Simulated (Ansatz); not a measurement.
Consider the hydrogenolysis of a Zn–N bond: `O/C=[N]/[ZnH]` + H₂ → `[ZnH2]` + `N=CO`.

Gas-phase electronic energies from Ansatz, PBE0-D4/def2-TZVP geometries. CBS: MP2 limit from def2 TZ/QZ plus the TZ coupled-cluster correction, frozen cores. This one scheme is used for every species. Functionals use def2-TZVPP. For Zn outer-core shells are correlated without core-valence functions, which leaves a few kJ/mol of doubt a bond. Scalar relativity is left out up to krypton. One conformer a species, not always the lowest.

```csv
species,BHLYP energy (Eh)
`O/C=[N]/[ZnH]`,-1949.20157
H₂,-1.17003
`[ZnH2]`,-1780.51828
`N=CO`,-169.85378
```

(1) Work out ΔE.

Largest T1 diagnostic among the species: 0.017.

## Answers

(1) ΔE = (-1780.51828) + (-169.85378) − (-1949.20157) − (-1.17003) = -0.00046 Eh = -1.2 kJ/mol. CCSD(T)/CBS gives +14.2 kJ/mol.

The D4 term adds +4.9 kJ/mol with B3LYP and +2.7 kJ/mol with PBE0; it sums over pairs of atoms, weighted by their polarisabilities, and B3LYP, whose exchange is more repulsive, gets the larger term. From PBE to PBE0 (25 % exact exchange), in def2-TZVPP and without D4, ΔE moves by −6.3 kJ/mol.

B3LYP here is the variant with VWN-RPA as its local correlation; programs differ in this.
